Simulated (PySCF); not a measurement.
CH3Cl3Si, charge -1, doublet, at a GFN2-xTB geometry (a state made from the parent by changing its charge; the spin is typed, not shown lowest). Base run: PySCF with DF-R2SCAN/6-31G*.

Input for PySCF:
```python
from pyscf import gto, scf, dft

mol = gto.M(
    atom='''
C    -1.88086609   -0.24439940    0.19810488
Si   -0.03103582    0.22941078    0.24173562
Cl    0.94280005   -0.93243123   -1.17927851
Cl   -0.31054700    2.07327251   -1.15476151
Cl    0.45531735   -1.18432133    2.03091734
H    -2.02275001   -1.28867211    0.46708769
H    -2.44430575    0.35993545    0.90406427
H    -2.30194304   -0.07745725   -0.79099435
''',
    basis='6-31g*',
    charge=-1,
    spin=1,
    verbose=4,
)

mf = dft.UKS(mol)
mf.xc = 'r2scan'
mf = mf.density_fit(auxbasis='def2-universal-jkfit')
mf.kernel()
mf.analyze()
```

The base run was repeated with changes; each row names its change, and settings that it needs were set with it.

```csv
change,ΔE vs base (mEh),SCF cycles,<S^2>,outcome
base,0.000,10,0.753,converged
conv_tol = 1e-4,0.002,6,0.753,converged
conv_tol_grad = 1e-3,0.000,10,0.753,converged
conv_tol = 1e-11,0.000,13,0.753,converged
diis_space = 20,0.000,10,0.753,converged
init_guess = mod_huckel,0.000,13,0.753,converged
DIIS = ADIIS,0.000,14,0.753,converged
diis = off (with mf.max_cycle = 100),-,100,-,not converged
init_guess = vsap,0.000,13,0.753,converged
diis_space = 12,0.000,10,0.753,converged
conv_tol_grad = 1e-7,0.000,15,0.753,converged
level_shift = 0.1 (with mf.max_cycle = 100),0.000,11,0.753,converged
init_guess = 1e,0.000,15,0.753,converged
```

Open shells are given as the SCF converged; they aren't shown to be the lowest states, and a large step between rows can be another state.
